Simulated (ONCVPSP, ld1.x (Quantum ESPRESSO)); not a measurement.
# Pseudopotentials across the periodic table

Generated with ld1.x 7.5 (TM, RRKJ, ultrasoft, PAW), atompaw 4.2 or ONCVPSP 4.0.1. The cutoff is in Ry: for ld1.x and atompaw files where the sum of valence levels is converged to 10 mRy in a Bessel basis, for ONCV files where the hardest occupied wave has 1 mHa per electron of residual kinetic energy. The error is the largest all-electron minus pseudo excitation energy over each file’s own four to seven test configurations (ionisations up to +4, promotions, holes and added fractions of an electron), all of which were solved. The labels leave out finer settings (local radius, basis sizes, second energies), which also bear on the numbers. Spin-polarised tests are not counted. The rows are a selection from randomly drawn settings: files with unsolved tests, undetermined cutoffs or missed reference levels are left out.

A true bound ghost makes a file unfit for plane-wave use even where its test errors are small: the radial tests pick states by their node count and pass the ghost by.

```csv
element,potential,cutoff (Ry),largest error (meV),bound ghosts
He,"TM, PBE, non-relativistic, rc 0.85/0.75 (sp), local smoothed, core correction no, reference 1s2",80,+30,none
B,"TM, Wu–Cohen, scalar-relativistic, rc 1.20/2.20/1.80 (spd), local d, core correction yes, reference 2s2 2p1",21,+99,none
Al,"ONCV, LDA (Perdew-Zunger), scalar-relativistic, rc 1.15/0.55/0.95 (spd), local smoothed, core correction yes, reference 2s2 2p6 3s1, qcut 12.3/17.3/11.7, projectors 2/2/2",1157,+57,none
K,"ONCV, revPBE, scalar-relativistic, rc 2.45/1.40/2.00 (spd), local smoothed, core correction yes, reference 3s2 3p6 4s1, qcut 5.9/4.9/5.7, projectors 3/3/2",23,+14,p
Nb,"ONCV, PBE, fully relativistic, rc 3.20/1.50/2.20/2.65 (spdf), local smoothed, core correction no, reference 4p6 4d3 5s2, qcut 2.2/7.4/7.9/4.6, projectors 2/2/3/2",39,-60,s
Pd,"ONCV, LDA (Perdew-Wang 92), scalar-relativistic, rc 1.25/1.75/1.15 (spd), local smoothed, core correction yes, reference 4s2 4p6 4d9, qcut 7.6/9/8.5, projectors 2/1/2",64,+99,none
Bi,"TM, PBE, scalar-relativistic, rc 1.62/2.18/0.88 (spd), local smoothed, core correction yes, reference 5d10 6s2 6p2.5",230,-34,none
```

(1) Fill in the row for Mo: TM, BLYP, scalar-relativistic, rc 1.25/1.75/1.50/1.40 (spdf), local smoothed, core correction yes, reference 4s2 4p6 4d6 5s0 5p0.

(2) Fill in the row for V: ONCV, PBEsol, scalar-relativistic, rc 1.30/1.15/2.30 (spd), local smoothed, core correction yes, reference 3s2 3p6 3d3 4s0.5, qcut 11.9/13.5/7.1, projectors 2/1/2.

Results:

(1) cutoff 90 Ry, largest error +306 meV, bound ghosts: none.

(2) cutoff 93 Ry, largest error -177 meV, bound ghosts: none.
